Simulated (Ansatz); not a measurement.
Program: Ansatz. Geometries: PBE0-D4/def2-TZVP. ΔE: electronic, gas phase. CCSD(T)/CBS is the MP2 limit (def2-TZVPP, def2-QZVPP) plus CCSD(T) − MP2 in def2-TZVPP, frozen cores. This one scheme is used for every species. DFT in def2-TZVPP. Elements past krypton have def2 core potentials. For Te outer-core shells are correlated without core-valence functions, which leaves a few kJ/mol of doubt a bond. One conformer a species, not always the lowest.

Consider the ligand exchange at the Si–Te bond: `F[SiH2][TeH]` + PH₃ → `F[SiH2]P` + H₂Te.

| species | PBE-QIDH energy (Eh) |
| --- | --- |
| `F[SiH2][TeH]` | -658.82762 |
| PH₃ | -342.93065 |
| `F[SiH2]P` | -732.68639 |
| H₂Te | -269.05554 |

(1) Work out ΔE.

Largest T1 diagnostic among the species: 0.013.

Results:

(1) ΔE = (-732.68639) + (-269.05554) − (-658.82762) − (-342.93065) = 0.01634 Eh = +42.9 kJ/mol. CCSD(T)/CBS gives +43.9 kJ/mol.

Leaving LDA and LC-ωPBE aside and taking each functional with its dispersion term where it has one, the values, not all of them listed here, spread over 12.4 kJ/mol, from B97M-V to BHLYP-D4.
